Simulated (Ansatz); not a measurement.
H6SiSn (`[SiH3][SnH3]`), 8 atoms. Charge 0, multiplicity 1. Correlated methods include outer-core shells of Sn, which these sets cover unevenly. Sn takes the def2 core potential. All runs use 2 threads of a server CPU on a shared host. Correlated methods freeze the cores. Open-shell runs search over several starts.

Task: Give the basis size and wall time and peak host memory of each of these runs in Ansatz. RKS PBE0-D4/def2-TZVP relaxation (5 steps); RHF-MP2/def2-QZVPP energy; UKS ωB97X-V/def2-TZVPP energy of the cation; direct RPA on PBE orbitals/def2-TZVPP energy; UKS PBE0-D4/def2-TZVPP energy of the cation; RKS PBE0-D4/def2-TZVP frequencies; RKS ωB97M-V/def2-QZVPP energy; RKS ωB97M-V/def2-SVP energy; UKS ωB97M-V/def2-TZVPP energy of the cation; UKS r2SCAN-D4/def2-TZVPP energy of the cation; UHF-MP2/def2-QZVPP energy of the cation; UKS B3LYP-D4/def2-TZVPP energy of the cation. (Best estimate.)

Result: Computed: Other jobs shared the machine, so times are rough.

```json
{"level": "direct RPA on PBE orbitals/def2-TZVPP", "job": "energy", "functions": "176", "wall time": "7 s", "peak host memory (GiB)": "0.31"}
{"level": "RKS ωB97M-V/def2-SVP", "job": "energy", "functions": "74", "wall time": "9 s", "peak host memory (GiB)": "0.22"}
{"level": "UKS B3LYP-D4/def2-TZVPP", "job": "energy of the cation", "functions": "176", "wall time": "10 s", "peak host memory (GiB)": "0.44"}
{"level": "UKS PBE0-D4/def2-TZVPP", "job": "energy of the cation", "functions": "176", "wall time": "11 s", "peak host memory (GiB)": "0.45"}
{"level": "UKS r2SCAN-D4/def2-TZVPP", "job": "energy of the cation", "functions": "176", "wall time": "19 s", "peak host memory (GiB)": "0.3"}
{"level": "RHF-MP2/def2-QZVPP", "job": "energy", "functions": "332", "wall time": "20 s", "peak host memory (GiB)": "1.1"}
{"level": "RKS PBE0-D4/def2-TZVP", "job": "relaxation (5 steps)", "functions": "123", "wall time": "21 s", "peak host memory (GiB)": "0.23"}
{"level": "UKS ωB97X-V/def2-TZVPP", "job": "energy of the cation", "functions": "176", "wall time": "25 s", "peak host memory (GiB)": "0.61"}
{"level": "RKS ωB97M-V/def2-QZVPP", "job": "energy", "functions": "332", "wall time": "28 s", "peak host memory (GiB)": "0.96"}
{"level": "UHF-MP2/def2-QZVPP", "job": "energy of the cation", "functions": "332", "wall time": "33 s", "peak host memory (GiB)": "1.3"}
{"level": "UKS ωB97M-V/def2-TZVPP", "job": "energy of the cation", "functions": "176", "wall time": "34 s", "peak host memory (GiB)": "0.66"}
{"level": "RKS PBE0-D4/def2-TZVP", "job": "frequencies", "functions": "123", "wall time": "2.1 min", "peak host memory (GiB)": "0.23"}
```

B3LYP here is the variant with VWN-RPA as its local correlation; programs differ in this.
